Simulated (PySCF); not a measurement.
Isomers of C8H9N, from PBE0-D3(BJ)/def2-SVP geometry optimisation, gas phase in PySCF 2.14.0. One conformer each, no zero-point energy, no frequencies.

Question: Which is lower in electronic energy at this level?
A. `[H]/[N:2]=[CH:3]/[C@@H:4]1[C@H:5]2[C@H:6]([CH3:7])[C@:8]12[C:9]#[CH:10]` with N2–C3–C4–C5 -145°: A = 2560, B = 1229, C = 885.5 MHz, dipole 2.32 D
B. `[CH3:1][C@@H:2]1[C:3]([C:4]#[N:5])=[C:6]1[CH:7]1[CH2:8][CH2:9]1` with C3–C6–C7–C8 34°: A = 1953, B = 1275, C = 857.4 MHz, dipole 4.93 D

Answer: B. That is `C[C@@H]1C(C#N)=C1C1CC1`, 22.2 kcal/mol below the other.

| SMILES | mapped SMILES | E (Eh) | relative (kcal/mol) | relative (kJ/mol) | dipole (D) |
| --- | --- | --- | --- | --- | --- |
| C[C@@H]1C(C#N)=C1C1CC1 | [CH3:1][C@@H:2]1[C:3]([C:4]#[N:5])=[C:6]1[CH:7]1[CH2:8][CH2:9]1 | -364.21315 | 0.0 | 0.0 | 4.93 |
| [H]/N=C/[C@@H]1[C@H]2[C@H](C)[C@@]21C#C | [H]/[N:2]=[CH:3]/[C@@H:4]1[C@H:5]2[C@H:6]([CH3:7])[C@:8]12[C:9]#[CH:10] | -364.17769 | 22.2 | 93.1 | 2.32 |

As drawn, the lower has a C≡N group and a C=C bond outside aromatic rings, which the higher lacks; the higher has a C≡C bond, a C=N bond and an N–H bond, which the lower lacks.
